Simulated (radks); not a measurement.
Values are calculated unless marked as measured or tabulated.
Pb63+, 19 electrons, occupied as [Ne] 3s2 3p5 3d1 4p1 (not the ground configuration).

Code: a radial shooting solver on a logarithmic mesh with Libxc functionals. Model: scalar-relativistic Kohn-Sham, XLYP, spin-polarised, spherical densities, finite nucleus; open shells are filled with parallel spins first (spin-orbit coupling, left out, can overturn this in heavy ions); Fermi nuclear charge, rms radius 5.5012 fm.

Energy parts (hartree):
part                       energy
total                 -16443.9837
kinetic                19067.7430
electron-nucleus      -37061.9780
Hartree                 1757.2319
exchange-correlation    -206.9805

Orbitals (lengths in bohr, moments of r in powers of bohr; <r^-3> diverges for s and p1/2; r(90%) holds 90 % of the orbital's charge):
orbital  occ.  eigenvalue (hartree)  r(90%)      <r^2>  <r^-3>      <r>
1s up       1             -3420.363  0.0294  0.0003573       -  0.01605
1s down     1             -3420.150  0.0294  0.0003573       -  0.01605
2s up       1             -757.1560   0.104   0.005331       -  0.06709
2s down     1             -756.7719   0.104   0.005327       -  0.06707
2p up       3             -675.8886  0.0991   0.004516   30050  0.06083
2p down     3             -675.4894  0.0990   0.004512   30060  0.06081
3s up       1             -294.7963   0.239    0.03077       -   0.1642
3s down     1             -294.0329   0.239    0.03081       -   0.1643
3p up       3             -271.1033   0.242    0.03085    8178   0.1633
3p down     2             -270.3314   0.242    0.03089    8160   0.1634
3d up       1             -251.4297   0.221    0.02426    1024   0.1450
3d down     0             -250.6468   0.221    0.02428    1024   0.1451
4p up       1             -144.3827   0.449     0.1131    3179   0.3158
4p down     0             -143.8484   0.450     0.1136    3168   0.3164

The highest occupied level is 4p up at -3928.9 eV. The configuration is held as typed, so some empty levels lie below it. The density falls to 0.001 e/bohr^3 at r = 0.74 bohr.
